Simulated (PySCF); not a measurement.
**Excitation energy of F²⁺ by level of theory**

F²⁺ [He] 2s2 2p3 (4S) → F²⁺ [He] 2s2 2p2 3s1 (4P), as a difference of total energies. Computed with PySCF 2.14 in aug-cc-pCVQZ-DK, with the spin-free X2C one-electron Hamiltonian (Gaussian nucleus). Correlated levels: valence: 1s2 frozen; valence and next inner shell: nothing frozen. The calculations carry no spin-orbit coupling.

```
                                method  excitation energy (cm⁻¹)
                                   UHF                    316640
                                   LDA                    318870
                                   PBE                    315980
                                  PBE0                    317600
                                r2SCAN                    322040
                                  BLYP                    314900
                                 HSE06                    317450
                                M06-2X                    316890
                         MP2 (valence)                    319020
                     SCS-MP2 (valence)                    317240
    MP2 (valence and next inner shell)                    319460
SCS-MP2 (valence and next inner shell)                    317570
```

A first-order spin-orbit estimate (lowest level to lowest level, LS coupling) adds -0.044 eV.

The promoted electron is Rydberg-like, and one or two diffuse shells describe it only roughly, which tends to raise the upper state.
